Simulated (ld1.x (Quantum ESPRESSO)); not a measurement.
## Before and after: PAW potential for As

```json
{"Element": "As (Z = 33)", "Generator": "ld1.x (Quantum ESPRESSO) 7.5", "Type": "PAW", "Functional": "PBEsol", "Relativity": "scalar-relativistic", "Frozen core": "[Ne]", "Valence charge": "23", "Reference configuration": "3s2 3p6 3d10 4s2 4p3", "Partial waves": "3s (bound): rcut 0.85, rcutus 0.95 bohr; 4s (bound): rcut 0.85, rcutus 0.95 bohr; 3p (bound): rcut 0.85, rcutus 1.05 bohr; 4p (bound): rcut 0.85, rcutus 1.05 bohr; 3d (bound): rcut 0.90, rcutus 1.20 bohr; 3d channel at 0.55 Ry: rcut 0.90, rcutus 1.20 bohr", "Local potential": "all-electron potential smoothed inside 0.95 bohr (lloc = -1)", "Core correction": "Bessel-smoothed model core inside 0.95 bohr", "Augmentation charge": "BESSEL, radius 0.75 bohr"}
```

All-electron outer shells of the reference configuration (PBEsol, scalar-relativistic, ld1.x):

```
shell  level (eV)  outermost node (bohr)  outermost maximum (bohr)
   2s    -1485.56                   0.06                      0.17
   2p    -1303.00                      –                      0.14
   3s     -189.91                   0.25                      0.52
   3p     -133.47                   0.22                      0.52
   3d      -40.64                      –                      0.47
   4s      -14.50                   0.73                      1.61
   4p       -5.20                   0.78                      1.97
```

Change: waves 3p (bound): rcut 0.84, rcutus 0.90 bohr; 4p (bound): rcut 0.84, rcutus 0.90 bohr.

Cutoffs: the cutoffs (Ry, on a coarse ladder) from which the occupation-weighted sum of valence levels, in a spherical-Bessel basis at the reference potential, stays within 10 and 1 mRy of its value at 400 Ry; they do not see the model core or the augmentation charge, which bear on the density cutoff. Errors are all-electron minus pseudo energies relative to the spin-unpolarised reference configuration.

**Question.** How do hardness, ghosts and transferability respond?

**Answer.** The potential gets harder (140 Ry and 200 Ry → 160 Ry and 260 Ry); of the 7 tests that both files solve, the error grows in 2 and shrinks in 1 by more than 15 % and 0.3 meV (median size 4.6 → 2.3 meV); the range in which the p phases agree widens (upper end 2.7 → at the end of the scan); neither file shows a bound ghost. A smaller radius makes the pseudo-wave follow the all-electron one further in, where it bends more sharply, so more plane waves are needed.

```tsv
quantity	base	changed
cutoff, loose	140 Ry	160 Ry
cutoff, tight	200 Ry	260 Ry
bound ghosts	none	none
error for 3s2 3p6 3d10 4s2 4p2, meV [ΔE 9.16 eV]	-0.6	-0.6
error for 3s2 3p6 3d10 4s2 4p1, meV [ΔE 27.10 eV]	-1.9	-2.3
error for 3s2 3p6 3d10 4s2 4p0, meV [ΔE 54.82 eV]	-4.6	-5.4
error for 3s2 3p6 3d10 4s1 4p0, meV [ΔE 105.45 eV]	-11	-11
error for 3s2 3p6 3d10 4s0 4p5, meV [ΔE 19.07 eV]	+10	-0.2
error for 3s2 3p6 3d10 4s2 4p3.3, meV [ΔE -1.23 eV]	+0.1	+0.1
error for 3s2 3p5 3d10 4s2 4p3, meV [ΔE 144.20 eV]	+67	-68
s: phases at 1.30 bohr within 0.05 rad from the reference energy up to (Ry; the scan ends near 5)	to the end of the scan	to the end of the scan
p: phases at 1.30 bohr within 0.05 rad from the reference energy up to (Ry; the scan ends near 5)	2.7	to the end of the scan
d: phases at 1.30 bohr within 0.05 rad from the reference energy up to (Ry; the scan ends near 5)	to the end of the scan	to the end of the scan
lowest overlap eigenvalue by channel	s 0.02, p 0.06, d 0.17	s 0.02, p 0.25, d 0.17
```
